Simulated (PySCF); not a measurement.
**Bi(BH4)3: from a saddle point downhill**

PySCF 2.14.0, RKS PBE0, Bi def2-SVP with ECP60, B def2-SVP, H def2-SVP; non-relativistic Hamiltonian with scalar-relativistic core potentials where named; density fitting; no spin-orbit coupling. Relaxed within the symmetry of its start, the geometry (C3h) is

```xyz
16

Bi    0.0000    0.0000    0.0000
B     2.4886    0.0387    0.0000
H     3.6981   -0.0396    0.0000
H     2.0057   -0.5679    1.0036
H     2.0057   -0.5679   -1.0036
H     2.1041    1.2193    0.0000
B    -1.2778    2.1358    0.0000
H    -1.8148    3.2225    0.0000
H    -0.5110    2.0210    1.0036
H    -0.5110    2.0210   -1.0036
H    -2.1080    1.2126    0.0000
B    -1.2108   -2.1745    0.0000
H    -1.8834   -3.1829    0.0000
H    -1.4947   -1.4530    1.0036
H    -1.4947   -1.4530   -1.0036
H     0.0039   -2.4319    0.0000
```

and its lowest harmonic modes are -220, 96, 96, 104, 104, 163 cm⁻¹ (negative: unstable). It was moved along the lowest mode and relaxed again, within the group C3 that the move left.

(1) Where does it end, and how much lower?

(2) How do the contacts change?

(3) Is the end a minimum?

State: singlet.

Results:

(1) In C3, 0.625 eV lower, after 23 steps:
```xyz
16

Bi    0.0000    0.0000    0.6818
B     2.3870    0.0135   -0.0355
H     3.1410    0.1135   -0.9845
H     2.6206   -0.8730    0.7690
H     1.3946   -0.3472   -0.7996
H     2.1887    1.1235    0.4673
B    -1.2052    2.0604   -0.0355
H    -1.6688    2.6634   -0.9845
H    -0.5543    2.7060    0.7690
H    -0.3966    1.3814   -0.7996
H    -2.0674    1.3337    0.4673
B    -1.1818   -2.0739   -0.0355
H    -1.4722   -2.7769   -0.9845
H    -2.0663   -1.8330    0.7690
H    -0.9980   -1.0342   -0.7996
H    -0.1214   -2.4573    0.4673
```

(2) 
| contact | saddle (Å) | end (Å) |
| --- | --- | --- |
| Bi1–H4 (BH4) | 2.314 | 2.764 |
| Bi1–H9 (BH4) | 2.314 | 2.764 |
| Bi1–H14 (BH4) | 2.314 | 2.764 |
| Bi1–H5 (BH4) | 2.314 | 2.064 |
| Bi1–H10 (BH4) | 2.314 | 2.064 |
| Bi1–H15 (BH4) | 2.314 | 2.064 |


(3) Yes; lowest modes 94, 94, 116, 174, 174, 198 cm⁻¹.
